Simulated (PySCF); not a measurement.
System: C4H10OSi, net charge 0, singlet state. 
Geometry from a B3LYP-D3(BJ)/def2-TZVP (Ansatz) optimisation:
```xyz
16

C      2.8066    -1.1150    -0.2429
C      1.5920    -0.7561    -0.6547
Si     0.7990     0.8755    -0.2422
C     -0.8167     0.6104     0.7076
O     -1.6772    -0.1745    -0.1059
C     -2.9192    -0.4498     0.5060
H      3.2422    -2.0775    -0.4914
H      3.4229    -0.4585     0.3628
H      1.0247    -1.4610    -1.2580
H      1.7244     1.6629     0.6116
H      0.4964     1.6415    -1.4755
H     -0.6164     0.1029     1.6630
H     -1.2851     1.5758     0.9524
H     -3.5008    -1.0518    -0.1911
H     -3.4666     0.4753     0.7275
H     -2.7859    -1.0084     1.4413
```

Dispersion corrections to the total energy (kcal/mol) from the dftd3 and dftd4 libraries through PySCF: D3(BJ) without and D4 with the three-body term, each with the damping fitted for the functional named.

```tsv
functional	D3(BJ)	D4
B3LYP	-13.27	-11.87
PBE0	-6.73	-6.33
PW6B95	-3.99	-6.35
r2SCAN	___	-1.99
HF	___	-26.51
BHLYP	-10.40	-8.71
B2PLYP	-6.20	___
```

Q: What belongs in the gaps?

A: 
- r2SCAN, D3(BJ): -2.29
- HF, D3(BJ): -58.20
- B2PLYP, D4: -5.23
